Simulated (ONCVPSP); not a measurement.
## Plane-wave convergence, ONCV potential for Cr (Z = 24)

```
Element                 : Cr
Generator               : ONCVPSP 4.0.1
Type                    : optimised norm-conserving Vanderbilt (ONCV)
Functional              : LDA (Perdew-Zunger)
Relativity              : scalar-relativistic
Frozen core             : [Ar]
Valence charge          : 6
Reference configuration : 3d5 4p1
Partial waves           : s scattering state at 0.19 Ha: rc 3.15 bohr, ncon 3, nbas 7, qcut 1.7 1/bohr, 2 projectors, debl 3.8 Ha; 4p: rc 3.20 bohr, ncon 4, nbas 8, qcut 2.3 1/bohr, 2 projectors, debl 2.7 Ha; 3d: rc 1.80 bohr, ncon 4, nbas 8, qcut 7.1 1/bohr, 3 projectors, debl 3.5 Ha
Local potential         : polynomial inside 1.30 bohr (lpopt 5, dvloc0 6 Ha)
Core correction         : Teter function fitted to the true core (icmod 2), fcfact 0.35
```

In the s channel the program set the typed energies aside and used 0.050, 3.850 Ha.

**Question.** For each optimised wave give the share of its norm inside rc, the residual kinetic energy above qcut (Ha) and the cutoffs (Ha) for errors of 10, 1, 0.1 and 0.01 mHa per electron.

**Answer.**

| wave | norm inside rc | residual KE | 10 mHa | 1 mHa | 0.1 mHa | 0.01 mHa |
| --- | --- | --- | --- | --- | --- | --- |
| s projector 1 | 0.137 | 1.6e-03 | 0.4 | 1.8 | 12.8 | 21.1 |
| s projector 2 | 0.157 | 6.6e-01 | 21.1 | 44.4 | 99.7 | not reached |
| 4p | 0.229 | 1.3e-04 | 0.5 | 0.9 | 2.9 | 16.2 |
| p projector 2 | 0.230 | 2.7e-01 | 5.8 | 19.8 | 25.9 | 31.8 |
| 3d | 0.736 | 4.3e-04 | 20.0 | 23.7 | 57.6 | 77.5 |
| d projector 2 | 0.146 | 6.8e-03 | 24.3 | 60.2 | 93.7 | 117.1 |
| d projector 3 | 0.105 | 6.2e-02 | 31.3 | 70.9 | 110.1 | 120.9 |

The occupied waves need 24 Ha and 58 Ha for 1 and 0.1 mHa. The cutoffs count occupied waves only; projector 3 of the d channel, the hardest unoccupied one, needs 71 Ha at the loose tolerance. Note: no bound ghost flagged but for a GHOST(-) flag that falls on a real empty level of the atom; GHOST(+) flagged for s at 105.6 eV. Its largest configuration-test error is -525 meV.
